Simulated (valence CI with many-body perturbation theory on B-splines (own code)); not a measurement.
Which ion has this spectrum?

A relativistic CI+MBPT calculation for an atom or ion with 16 electrons gives these levels (eV):

```tsv
J	Parity	E	g
2	even	0.000	1.49
1	even	0.970	1.50
0	even	1.187	
2	even	3.775	1.01
0	even	8.331	
2	odd	29.623	1.50
1	odd	30.399	1.50
0	odd	30.856	
1	odd	37.890	1.00
0	odd	40.620	
1	odd	40.633	1.50
2	odd	40.651	1.50
3	odd	40.679	1.50
4	odd	40.739	1.50
```

The energies are calculated, with errors of perhaps 200 cm⁻¹, more in some levels.

Question: Which is it?
A. Cr8+
B. V7+
C. Fe10+
D. Mn9+

Answer: A. Cr8+, ground level 3s²3p⁴ ³P_2.
